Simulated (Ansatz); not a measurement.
Basis-set series for B₂BrFH₄Si (`FBB([SiH3])Br`). Total charge 0; spin multiplicity 1. All single points use the PBE0-D4/def2-TZVP geometry. It is one conformer, not always the lowest.

```csv
functional,basis,functions,energy (Eh),HOMO (eV),LUMO (eV)
PBE0-D4,def2-SVP,112,-3014.53754,-7.45,-2.53
PBE0-D4,def2-QZVPP,450,-3015.19620,-7.53,-2.63
ωB97M-V,def2-SVP,112,-3014.89392,-9.56,-0.49
ωB97M-V,def2-QZVPP,450,-3015.55427,-9.67,-0.65
```

Q: Give the rows for def2-TZVPP. (An estimate is asked.)

A: Ansatz gave: 
```tsv
functional	basis	functions	energy (Eh)	HOMO (eV)	LUMO (eV)
PBE0-D4	def2-TZVPP	239	-3015.12585	-7.51	-2.61
ωB97M-V	def2-TZVPP	239	-3015.48712	-9.65	-0.62
```

Scalar relativity is left out up to krypton.
